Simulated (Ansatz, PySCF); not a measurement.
System: sum formula SiH3Cl, net charge 1, doublet state. 
Geometry from a B3LYP-D3(BJ)/def2-TZVP (Ansatz, a quantum-chemistry and plane-wave program) optimisation:
```
Si
H 1 1.4674
H 1 1.4674 2 123.65
H 1 1.5885 2 109.67 3 131.87
Cl 1 2.0645 2 112.94 4 85.94
```
Charge +1, spin multiplicity 2.

Total electronic energies in hartree. Correlated levels leave the core frozen unless marked. Open shells are spin-unrestricted. No spin-orbit coupling. Non-relativistic. CBS marks a two-point X^-3 extrapolation of the correlation energy; Hartree-Fock from the larger set. [CCSD(T)-MP2]/basis is that difference in the basis named.

```csv
level,program,energy (Eh)
HF/def2-SVP,Ansatz,-749.58400
RI-HF/def2-TZVPPD,Ansatz,-749.85332
TPSS-D4/def2-TZVPD,PySCF + dftd4,-751.20666
LC-wPBE-D4/def2-TZVPD,Ansatz + dftd4,-750.92538
B2PLYP/def2-TZVPD,Ansatz,-750.88790
PBE-QIDH/def2-TZVPD,Ansatz,-750.68987
MP2/aug-cc-pV(T+d)Z,Ansatz,-750.16517
MP2/cc-pV(Q+d)Z,Ansatz,-750.19246
SCS-MP2/cc-pV(T+d)Z,Ansatz,-750.16592
SCS-MP2/cc-pV(Q+d)Z,Ansatz,-750.20277
CCSD(T)/6-31G*,Ansatz,-750.01990
CCSD(T)/cc-pV(D+d)Z,Ansatz,-750.10603
CCSD(T)/cc-pV(T+d)Z,Ansatz,-750.21520
"RI-MP2/CBS(def2-TZVPP,def2-QZVPP)+[CCSD(T)-MP2]/def2-TZVPP",Ansatz,-750.2693
"CCSD(T)/CBS(cc-pV(T+d)Z,cc-pV(Q+d)Z)",Ansatz,-750.2670
```

Totals of different functionals don't rank their quality; only differences between species are comparable.
